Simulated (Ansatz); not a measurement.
Reaction (formal exchange of groups at the Si–Br bond): `C[Si](N)(O)Br` + `CCCCF` → `C[Si](N)(O)F` + `CCCCBr`

Program: Ansatz. Geometries: PBE0-D4/def2-TZVP. ΔE: electronic, gas phase. CBS: MP2 limit from def2 TZ/QZ plus the TZ coupled-cluster correction, frozen cores. DFT in def2-TZVPP. For Br outer-core shells are correlated without core-valence functions, which leaves a few kJ/mol of doubt a bond. Scalar relativity is left out up to krypton. One conformer a species, not always the lowest.

`C[Si](N)(O)Br`:

Cartesian coordinates in Å:
```
C 0.893 0.655 1.015
Si -0.134 -0.351 -0.146
N -0.883 0.655 -1.285
O -1.331 -1.213 0.565
Br 1.248 -1.899 -1.049
H 1.649 1.226 0.472
H 1.409 0.010 1.729
H 0.257 1.352 1.566
H -1.589 0.285 -1.900
H -0.377 1.413 -1.712
H -1.142 -2.135 0.744
```

`CCCCF`:

Z-matrix (Å, degrees):
```
C
C 1 1.518
H 1 1.092 2 111.5
H 1 1.094 2 111.3 3 120.2
H 1 1.094 2 111.1 3 -120.0
C 2 1.520 1 112.7 3 -179.9
H 2 1.094 1 109.9 3 58.3
H 2 1.096 1 109.8 3 -58.2
C 6 1.506 2 113.6 1 -179.1
H 6 1.097 2 110.0 1 60.1
H 6 1.096 2 110.1 1 -56.9
F 9 1.387 6 110.4 2 63.3
H 9 1.095 6 111.3 2 -55.7
H 9 1.094 6 111.5 2 -177.5
```

`C[Si](N)(O)F`:

Cartesian coordinates in Å:
```
C 0.223 0.910 -1.151
Si -0.260 -0.032 0.363
N 0.974 -1.094 0.823
O -1.607 -0.950 0.207
F -0.620 1.072 1.478
H 1.158 1.454 -0.995
H -0.544 1.644 -1.411
H 0.356 0.236 -2.000
H 1.947 -0.852 0.757
H 0.807 -1.848 1.467
H -2.435 -0.541 0.461
```

`CCCCBr`:

```xyz
14

C    -0.121   -0.301    1.938
C     0.424    0.194    0.611
C    -0.490   -0.141   -0.555
C    -0.008    0.357   -1.895
Br    1.636   -0.523   -2.474
H    -1.098    0.139    2.157
H    -0.244   -1.388    1.932
H     0.548   -0.049    2.763
H     1.411   -0.241    0.429
H     0.570    1.280    0.651
H    -0.654   -1.222   -0.605
H    -1.475    0.314   -0.385
H     0.227    1.421   -1.878
H    -0.726    0.160   -2.688
```

```
          level  ΔE (kJ/mol)
      r2SCAN-D4        -74.9
        PBE0-D4        -70.7
        ωB97X-V        -74.1
            PBE        -69.1
         r2SCAN        -74.9
  HF/def2-TZVPP        -76.6
CCSD/def2-TZVPP        -85.5
  HF/def2-QZVPP        -78.5
```

Question: What does CCSD(T)/CBS give? (An estimate is asked.)

Answer: Ansatz gave: -84.5 kJ/mol. The listed levels differ from it by 9.6, 13.8, 10.4, 15.4, 9.6, 7.9, -1.0, 6.0 kJ/mol.

Largest T1 diagnostic among the species: 0.010.

In def2-TZVPP, CCSD(T) changes the Hartree–Fock value by −9.0 kJ/mol (the triples alone add −0.1 kJ/mol) and MP2 by −13.1 kJ/mol.
